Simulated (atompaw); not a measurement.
**PBE PAW (atompaw) dataset for Nb, scalar-relativistic all-electron reference.**

atompaw 4.2.0.5 was run on this input:

```
Nb 41
GGA-PBE scalarrelativistic loggrid 1500 logderivrange -3 5 201
5 5 4 0 0 0
5 0 0
5 1 0
4 2 4
0 0 0
c
c
c
c
v
c
c
c
v
c
v
2
3.00 2.20 2.95 2.70
y
0.5
n
y
1.4
n
y
1.4
n
custom polynom vanderbiltortho sinc
bessel
3.00
3.00
3.00
3.00
2.80
3.00
PWSCFOUT
UPFDX 0.0125d0 UPFXMIN -7.d0 UPFZMESH 41.d0
END
```

Command:

```bash
atompaw < Nb.input > Nb.log
```

Output (summary file):

```
Completed calculations for Nb (AE)

 Exchange-correlation type: GGA, Perdew-Burke-Ernzerhof

 Radial integration grid is logarithmic
 r0 =   2.0915511E-04 h =   8.5753594E-03   n =      1500 rmax =   8.0000000E+01

 Scalar relativistic calculation

 AEatom converged in  30 iterations
   nz     =  41.00
   delta  =       7.263045431448E-16

 All Electron Orbital energies:
  n  l      occupancy      energy
  1  0      2.0000000E+00 -1.3828786E+03
  2  0      2.0000000E+00 -1.9382877E+02
  3  0      2.0000000E+00 -3.2729435E+01
  4  0      2.0000000E+00 -4.7632992E+00
  5  0      0.0000000E+00 -6.9243236E-01
  2  1      6.0000000E+00 -1.7311956E+02
  3  1      6.0000000E+00 -2.5959335E+01
  4  1      6.0000000E+00 -3.0113475E+00
  5  1      0.0000000E+00 -4.2273696E-01
  3  2      1.0000000E+01 -1.4893474E+01
  4  2      4.0000000E+00 -6.8416300E-01

 Total energy
   Total                    :    -7638.73641955750827

 ---
 Completed calculations for Nb (SC)

 Exchange-correlation type: GGA, Perdew-Burke-Ernzerhof

 Radial integration grid is logarithmic
 r0 =   2.0915511E-04 h =   8.5753594E-03   n =      1500 rmax =   8.0000000E+01

 Scalar relativistic calculation

 SCatom converged in   4 iterations
   nz     =  41.00
   delta  =       2.362968548578E-17

 Valence Electron Orbital energies:
  n  l      occupancy      energy
   5  0      0.0000000E+00 -6.9243236E-01
   5  1      0.0000000E+00 -4.2273696E-01
   4  2      4.0000000E+00 -6.8416300E-01

 Total energy
   Total                    :    -7638.73641955753556
   Valence                  :     -242.03675760959129

 PAW parameters:
       lmax =            2
         rc =    3.0227674302038152
        irc =         1118
   rc_shape =    2.2008830050382153
    rc_vloc =    2.9713632781420891
    rc_core =    2.7038723454355496
   Vloc: truncated form - Vps(r)=A.sin(qr)/r for r<rc
   Projector type: polynomial pseudization + Vanderbilt ortho.
   Sinc^2 compensation charge shape zeroed at   2.2009E+00

 Number of basis functions     6
 No.   n  nodes  l      Energy         Cp coeff         Occ
  1    5    4    0   -0.6924324E+00 -0.2585148E+03  0.0000000E+00
  2  999    5    0    0.5000000E+00 -0.3532057E+01  0.0000000E+00
  3    5    3    1   -0.4227370E+00 -0.8153794E+03  0.0000000E+00
  4  999    4    1    0.1400000E+01 -0.5120851E+01  0.0000000E+00
  5    4    1    2   -0.6841630E+00 -0.3281626E+01  0.4000000E+01
  6  999    2    2    0.1400000E+01  0.8398495E+01  0.0000000E+00

 Eigenvalues of overlap operator (in the basis of projectors):
    1        3.45828102E-02
    2        7.49763585E-02
    3        1.45158470E+00
    4        3.13649798E+01
    5        7.11833664E+01
    6        8.23406491E+01

 Orbital leakage outside PAW augmentation regions
   orb  is_core?  %out_of_sphere
   1 0    T           0.00
   2 0    T          -0.00
   3 0    T           0.00
   4 0    T           0.07
   5 0    F          58.95
   2 1    T           0.00
   3 1    T           0.00
   4 1    T           0.45
   5 1    F          81.26
   3 2    T           0.00
   4 2    F          14.85

 Summary of PAW energies
   Total valence energy     :   -242.03675962369067
   Smooth energy            :     11.05632168235798
   One center               :   -253.09308130604865
   Smooth kinetic           :      5.25991148888650
   Vloc energy              :      1.53291270903305
   Smooth exch-corr         :     -2.16909843224208
   One-center xc            :   -234.91522156387168
```

The run took about 5.6 s on one core of a shared server CPU.
